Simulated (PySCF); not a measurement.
Mapped SMILES: `[CH3:1][C:2](=[O:3])[C@@H:4]1[CH2:5][C@@H:6]1[O:7][SiH3:8]`; H(Xn) means a hydrogen on atom n. Ha(C5) is cis to C2 on the ring; Hb(C5) is trans to C2 on the ring.

Theory: geometry: GFN2-xTB, shieldings: GIAO PBE0/pcSseg-1, in PySCF 2.14.0 with density-fitted response routines (averaged over atoms made equivalent by symmetry, fast rotation or ring inversion, gas phase, no relativistic terms, one computed conformer).

δ = σ(ref) − σ, references computed at the same level: ¹³C (186.93 ppm) and ¹H (31.72 ppm) and ²⁹Si (349.16 ppm) against TMS; H2O for ¹⁷O (336.08 ppm).

```tsv
atoms	nucleus	count	δ (ppm)
C1	¹³C	1	35.2
C2	¹³C	1	?
Hb(C5)	¹H	1	?
C6	¹³C	1	?
Si8	²⁹Si	1	-37.4
H(Si8)	¹H	3	4.94
O7	¹⁷O	1	9.4
Ha(C5)	¹H	1	1.54
H(C4)	¹H	1	1.87
C4	¹³C	1	30.9
C5	¹³C	1	17.1
H(C6)	¹H	1	?
O3	¹⁷O	1	641.3
H(C1)	¹H	3	2.38
```

Question: Complete the table.

Answer: 
- C2: 208.3 ppm, ketone carbonyl carbon; low-lying n→π* states of the double bond to the heteroatom give a large paramagnetic term (-268 ppm)
- C6: 60.5 ppm, three-membered-ring carbon; deshielded by the electronegative neighbour
- H(C6): 4.01 ppm, hydrogen on a three-membered-ring carbon; its carbon carries O, hence the downfield position
- Hb(C5): 0.92 ppm, hydrogen on a three-membered-ring carbon; cyclopropane-type protons are shielded by the ring

Shifts are as computed. Against solution values, carbons near 30 ppm lie about +3 ppm off and those near 130 ppm about +5 ppm. Of 1309 compounds with measured shifts, 239 miss one by over three times the rms of a fit or turn the order of signals round; such compounds aren't used in these exercises. Unscaled 17O shifts of doubly bonded oxygen tend to come out too high, by tens of ppm or more. Experimental scales use liquid or dissolved standards, which lie at an offset from isolated H2O (liquid H2O: subtract about 36 ppm).
